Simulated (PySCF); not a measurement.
# Working out the excitation energy of Cl

Cl [Ne] 3s2 3p5 (2P) → Cl [Ne] 3s1 3p6 (2S). Computed with PySCF 2.14 in aug-cc-pwCVDZ, with the non-relativistic Hamiltonian (point nucleus). Frozen: [Ne]. Energies in hartree (1 hartree = 27.21139 eV):

```json
{"part": "UHF", "Cl (lower)": "-459.473211", "Cl (upper)": "-458.908864"}
{"part": "CCSD correlation", "Cl (lower)": "-0.144898", "Cl (upper)": "-0.294203"}
{"part": "(T)", "Cl (lower)": "-0.002756", "Cl (upper)": "-0.020010"}
```

Q: What does Hartree-Fock give?

A: (-458.908864) − (-459.473211) = 0.564347 hartree = 15.357 eV.

Q: What do CCSD and CCSD(T) give?

A: The CCSD correlation energies differ by -0.149305 hartree = -4.063 eV and the triples by -0.017254 hartree = -0.470 eV, so CCSD gives 11.294 eV and CCSD(T) 10.824 eV.

Measured between the centres of the two terms (NIST): 10.586 eV, so CCSD(T) (valence) is off by 0.238 eV.

A double-zeta basis recovers only part of the correlation energy.

The coupled-cluster amplitudes are large, so a single reference is strained.

What remains against the reference includes basis incompleteness, the frozen core and higher excitations.
